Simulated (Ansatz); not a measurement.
Compare A (`C1N[SiH2][SiH2]1`) with its isomer B (`C1[SiH2]N[SiH2]1`).

Program: Ansatz. Geometries: PBE0-D4/def2-TZVP. ΔE: electronic, gas phase. CCSD(T)/CBS is the MP2 limit (def2-TZVPP, def2-QZVPP) plus CCSD(T) − MP2 in def2-TZVPP, frozen cores. DFT in def2-TZVPP.

**Question.** Which isomer does CCSD(T)/CBS put lower? Give the gap. (Best estimate.)

**Answer.** Ansatz gave: B, by 176.0 kJ/mol.

**Question.** Give E(B) − E(A) in kJ/mol with r2SCAN-D4, CCSD/def2-TZVPP, B2PLYP, BLYP-D4, MP2/def2-TZVPP, LDA (SPW92), PBE0-D4. (Estimate.)

**Answer.** Ansatz gave: r2SCAN-D4 -173.0, CCSD/def2-TZVPP -174.9, B2PLYP -173.3, BLYP-D4 -158.8, MP2/def2-TZVPP -185.0, LDA (SPW92) -152.9, PBE0-D4 -161.1. None reverses the order clearly.

**Question.** Does the order hold for the free energy at 298.15 K (harmonic terms from PBE0-D4)? (An estimate is asked.)

**Answer.** Ansatz gave: Yes: G(B) − G(A) = -172.2 kJ/mol.

Largest T1 diagnostic: 0.012.

From r2SCAN to r2SCAN0 (25 % exact exchange), in def2-TZVPP and without D4, E(B) − E(A) moves by −3.3 kJ/mol. Leaving LDA and LC-ωPBE aside and taking each functional with its dispersion term where it has one, the values, not all of them listed here, spread over 24.6 kJ/mol, from BHLYP-D4 to PBE-D4.
